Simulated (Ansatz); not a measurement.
`[F][Sc]([F])[Cl]` + H₂O → `[OH][Sc]([F])[F]` + HCl  (formal hydrolysis of the Sc–Cl bond)

Computed with Ansatz on PBE0-D4/def2-TZVP structures; ΔE is electronic, products minus reactants. CBS: MP2 limit from def2 TZ/QZ plus the TZ coupled-cluster correction, frozen cores. This one scheme is used for every species. Functionals use def2-TZVPP. B3LYP here is the variant with VWN-RPA as its local correlation; programs differ in this. HSE06 is defined as in plane-wave codes. For Sc outer-core shells are correlated without core-valence functions, which leaves a few kJ/mol of doubt a bond. Scalar relativity is left out up to krypton. One conformer a species, not always the lowest.

`[F][Sc]([F])[Cl]`:

Cartesian coordinates in Å:
```
F -1.216 -1.159 0.843
Sc -0.017 -0.096 -0.030
F 0.877 -0.814 -1.450
Cl 0.356 2.070 0.637
```

H₂O:

```xyz
3

O    -0.243   -0.268   -0.144
H    -0.388    0.679   -0.080
H     0.631   -0.411    0.223
```

`[OH][Sc]([F])[F]`:

```xyz
5

O    -0.028   -0.965    0.867
Sc    0.012    0.412   -0.371
F     0.184    2.167    0.178
F    -0.118    0.058   -2.179
H    -0.049   -1.672    1.505
```

HCl:

```xyz
2

Cl    0.113    0.376    0.505
H    -0.113   -0.376   -0.505
```

(1) Is it downhill or uphill in electronic energy at CCSD(T)/CBS, and by how much? (An estimate is asked.)

(2) What do these levels give: B97M-V, B3LYP-D4, HSE06-D4, r2SCANh, HF/CBS(def2), CCSD/CBS(def2)? (An estimate is asked.)

Largest T1 diagnostic among the species: 0.017.

## Answers

(1) Computed: Uphill: ΔE = +41.3 kJ/mol.

(2) Ansatz gave: B97M-V 46.2, B3LYP-D4 39.3, HSE06-D4 45.9, r2SCANh 45.5, HF/CBS(def2) 52.8, CCSD/CBS(def2) 41.2 kJ/mol.

From PBE to PBE0 (25 % exact exchange), in def2-TZVPP and without D4, ΔE moves by +4.4 kJ/mol. At CCSD(T), def2-SVP lies −11.8 kJ/mol from the extrapolated value and def2-TZVPP −2.0 kJ/mol. In def2-TZVPP, CCSD(T) changes the Hartree–Fock value by −11.8 kJ/mol (the triples alone add +0.1 kJ/mol) and MP2 by −12.0 kJ/mol.
